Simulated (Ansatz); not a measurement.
Spin states of the cluster ZnCu₂⁻ (the lowest doublet isomer of a short search), each relaxed with r2SCAN-D4/def2-TZVPD in Ansatz. Electronic energies in the gas phase.

B3LYP takes the VWN-RPA correlation. Correlated methods freeze 27 core orbitals. In CCSD on the charge -1 doublet the largest single amplitude is 0.16, so its Hartree–Fock determinant may place the open shell otherwise than the density functionals do. The structure comes from a short search, and lower isomers may exist.

Doublet geometry:

```xyz
3

Cu   -0.4262   -1.2544    0.3759
Cu    1.1084    0.4356    0.7049
Zn   -0.6822    0.8188   -1.0808
```

Quartet geometry (Cs within 0.1 Å):

```xyz
3

Cu   -1.1611    0.5627    0.4397
Cu    0.7703    0.6441   -0.9219
Zn    0.3909   -1.2068    0.4821
```

⟨S²⟩: doublet 0.78 at PBE0-D4/def2-TZVPD (pure 0.75), quartet 3.77 at PBE0-D4/def2-TZVPD (pure 3.75).

Run but left out: GFN2-xTB (tight binding far off the other levels); HF/STO-3G, HF/def2-TZVPD, MP2/def2-TZVPD (doublet: ⟨S²⟩ 1.24 to 4.87, where a pure state has 0.75).

Only these spin states were relaxed.

```csv
level,quartet − doublet (kcal/mol),lowest of these,remarks
B3LYP-D4/def2-TZVPD,33.6,doublet,"HOMO above zero (doublet), HOMO above zero (quartet)"
PBE0-D4/def2-TZVPD,26.9,doublet,HOMO above zero (quartet)
ωB97X-V/def2-TZVPD,29.7,doublet,–
CCSD(T)/def2-TZVPD,26.4,doublet,"large T1 (0.051) (doublet), spin-contaminated (⟨S²⟩ 1.24) (doublet)"
```

Estimate the rows for PBE-D4/def2-TZVPD, r2SCAN-D4/def2-TZVPD, RPA@PBE/def2-TZVPD, CCSD/def2-TZVPD.


```json
{"level": "PBE-D4/def2-TZVPD", "quartet − doublet (kcal/mol)": "31.0", "lowest of these": "doublet", "remarks": "HOMO above zero (doublet), HOMO above zero (quartet)"}
{"level": "r2SCAN-D4/def2-TZVPD", "quartet − doublet (kcal/mol)": "25.7", "lowest of these": "doublet", "remarks": "HOMO above zero (doublet), HOMO above zero (quartet)"}
{"level": "RPA@PBE/def2-TZVPD", "quartet − doublet (kcal/mol)": "27.7", "lowest of these": "doublet", "remarks": "–"}
{"level": "CCSD/def2-TZVPD", "quartet − doublet (kcal/mol)": "24.3", "lowest of these": "doublet", "remarks": "large T1 (0.051) (doublet), spin-contaminated (⟨S²⟩ 1.24) (doublet)"}
```
